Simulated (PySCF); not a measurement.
Compound: (F)3Zr-O-SiH3 (singlet state).
Bonds: Zr1–F2, Zr1–F3, Zr1–F4, Zr1–O5, O5–Si6. Hydrogens: H7, H8, H9 on Si6.

Computed by this run: PySCF, PBE0-D3(BJ)/def2-SVP geometry optimisation, gas phase, def2 core potentials past Kr; density fitting, grid level 1; the optimiser is geomeTRIC in internal coordinates, started from a GFN2-xTB structure with every atom displaced at random (about 0.03 Å).

Geometry at step 0:
```
atom  x, y, z in Å
Zr1    -1.2231    0.2560    0.5630
F2     -1.4704   -1.3926    1.2425
F3     -0.6244    1.5002    1.7689
F4     -2.8439    0.9493   -0.0276
O5     -0.1993    0.2620   -1.0161
Si6     1.2868   -0.2834   -0.7321
H7      1.4322   -0.5210    0.7863
H8      2.3280    0.7117   -1.2093
H9      1.4470   -1.5516   -1.4013
```

**Question.** What forces act on the atoms?

**Answer.** 
```tsv
atom	Fx (eV/Å)	Fy (eV/Å)	Fz (eV/Å)
Zr1	-1.530	2.113	-0.773
F2	-0.444	-3.759	1.544
F3	1.022	1.649	1.803
F4	-1.355	0.385	-0.375
O5	-0.295	0.493	-1.626
Si6	2.814	0.127	-0.096
H7	-0.247	0.203	-0.465
H8	-0.256	-0.326	0.326
H9	0.289	-0.885	-0.338
```

The largest, 4.09 eV/Å, acts on F2; the rms over all components is 1.302 eV/Å. The forces sum to zero within rounding, as they must for an isolated molecule in no field.

**Question.** Give the force on F2 in Eh/bohr and in nN.

**Answer.** 4.088 eV/Å ÷ 51.422 = 0.07949 Eh/bohr, and 4.088 eV/Å × 1.602 = 6.55 nN.

**Question.** How far is this geometry from the end of the optimisation?

**Answer.** 0.964 eV above it, and 0.803 Å rms away after alignment. The bonds farthest from their final lengths, with half the difference of the two atoms' forces along the bond (positive lengthens):

```
  bond  now (Å)  final (Å)  force along bond (eV/Å)
Zr1–F2    1.800      1.903                    +3.05
Zr1–F3    1.833      1.903                    +1.11
O5–Si6    1.608      1.672                    +1.63
Si6–H7    1.544      1.491                    -0.33
Si6–H9    1.443      1.491                    +0.36
Zr1–F4    1.859      1.902                    -0.46
```

The angle farthest from its final value is Zr1–O5–Si6, 110.7° against 177.5°.

Of the 6 listed bonds off by 0.010 Å or more, this force points towards the final length in 5.

The cost below is that of the whole optimisation. Hardware: an Arm Neoverse V2 with one thread (shared host). Cost: 2.5 min, 0.49 GiB resident at most.
